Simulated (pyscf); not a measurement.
**H₂Ga–SeH (SMILES [GaH2][SeH]), singlet**

Gas-phase minimum from PySCF at ωB97X-D3(BJ)/def2-SVP, one conformer. 

```xyz
5

Ga    -1.4406    -0.5515    -0.5068
Se    -1.0188     0.5336     1.4841
H     -0.7225    -1.9086    -0.7788
H     -2.4396     0.1660    -1.4653
H     -0.0890    -0.4919     1.9671
```
Charge 0, spin multiplicity 1.

Bond lengths (Å): Ga1–Se2 2.306, Ga1–H3 1.559, Ga1–H4 1.559, Se2–H5 1.466. Bond angles (°): Se2–Ga1–H3 118.4, Se2–Ga1–H4 115.6, H3–Ga1–H4 126.0, Ga1–Se2–H5 94.1.

Properties at ωB97X-D3(BJ)/def2-SVP:

```json
{
  "harmonic_wavenumbers_unscaled": "313, 378, 421, 598, 669, 749, 2030, 2036, 2503 cm⁻¹",
  "zero_point_energy": "13.9 kcal/mol",
  "rotational_symmetry_number": "1",
  "Entropy of this conformer at 298 K and 1 atm, rigid rotor and harmonic oscillator, modes under 100 cm⁻¹ raised to 100": "289.9 J/(mol K)",
  "dipole_moment": "1.03 D"
}
```

Single-point totals, which compare only within one level (frozen core for MP2 and CC):

```tsv
level	total energy (hartree)
ωB97X-D3(BJ)/def2-TZVP	-4328.13154
PBE/def2-TZVP	-4327.57192
r²SCAN/def2-TZVP	-4328.20920
B3LYP-D3(BJ)/def2-TZVP	-4328.32909
PBE0-D3(BJ)/def2-TZVP	-4327.69487
M06-2X/def2-TZVP	-4328.24209
ωB97M-D3(BJ)/def2-TZVP	-4328.26759
HF/def2-TZVPP	-4324.86655
MP2/def2-TZVPP	-4325.37510
CCSD/def2-TZVPP	-4325.38866
CCSD(T)/def2-TZVPP	-4325.40829
```

The CCSD(T) − MP2 part came from Ansatz, without density fitting, on the same reference. The frozen core leaves the outer d or s,p core shells of the metals and heavy elements correlated in the MP2 and CC values, and def2-TZVPP describes them poorly, so these totals are far from the basis limit. Elements up to Kr have no core potential and no relativistic terms here.
